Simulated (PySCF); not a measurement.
## Spinor energies of Mn⁺ (manganese, charge +1)

Start: [Ar] 3d5 4s1; 3d3/2 filled at m_j = -3/2, -1/2, +1/2, +3/2; 3d5/2 filled at m_j = +5/2; 4s1/2 filled at m_j = +1/2. Calculated with PySCF 2.14 in x2c-QZVPPall-2c (11s9p5d4f2g, 109 functions): generalised Hartree-Fock with the X2C-1e Hamiltonian and a Gaussian nucleus; one run each with spin-orbit coupling (SO) switched off, then screened by Boettger's factors.

| spinor shell | electrons | ε, spin-free (eV) | ε, screened SO (eV) | weight of nominal j (screened SO) | rms radius, screened SO (bohr) |
| --- | --- | --- | --- | --- | --- |
| 1s1/2 | 2 | -6606.5 | -6606.5 | 1.000 | 0.0703 |
| 2s1/2 | 2 | -811.43 | -811.41 | 1.000 | 0.302 |
| 2p1/2 | 2 | -685.02 | -692.50 | 0.977 | 0.271 |
| 2p3/2 | 4 | -685.02 | -681.36 | 0.989 | 0.274 |
| 3s1/2 | 2 | -113.51 | -113.51 | 1.000 | 0.916 |
| 3p1/2 | 2 | -75.695 | -76.155 | 0.664 | 0.984 |
| 3p3/2 | 4 | -75.695 | -75.475 | 0.832 | 0.989 |
| 3d3/2 | 4 | -25.108 | -25.122 | 0.509 | 1.28 |
| 3d5/2 | 1 | -25.108 | -25.047 | 1.000 | 1.28 |
| 4s1/2 | 1 | -14.975 | -14.975 | 1.000 | 3.07 |

| quantity | spin-free | screened SO |
| --- | --- | --- |
| E (hartree) | -1157.17630 | -1157.19224 |
| M_J | 3 | 3 |
| ⟨J²⟩ | 12.000 | 12.000 |
| ⟨L²⟩ | 0.000 | 0.001 |
| ⟨S²⟩ | 12.000 | 11.999 |

Each row is a mean over spinors that exchange with the open shell spreads, by up to 14.083 eV (3p3/2).

Rows whose weight is well below 1 are mixtures of j = l ± 1/2: exchange outweighs spin-orbit coupling there, and the label is only the starting occupation.

Without spin-orbit coupling the j labels of p, d and f shells carry no meaning; the spin-free column gives the mean over the occupied spinors of each nl shell.
